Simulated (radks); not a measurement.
Task: These are the eigenvalues of the occupied orbitals of an atom or ion with whole-number occupations (eV). Calculated with a radial shooting solver on a logarithmic mesh with Libxc functionals: non-relativistic Kohn-Sham, LB94 model potential, spin-unpolarised, spherical densities, point nucleus.

orbital  eigenvalue
1s        -651.0977
2s        -111.2803

Which element is it, and in what charge state? The configuration may be excited.

Result: Z = 8, oxygen, charge +4: O4+ in [He] 2s2. The 1s level, -23.927 hartree, gives Z - s = 6.9 by -(Z - s)^2/2, which with screening narrows Z to a few neighbours, and the depths must fix Z and the occupations together.
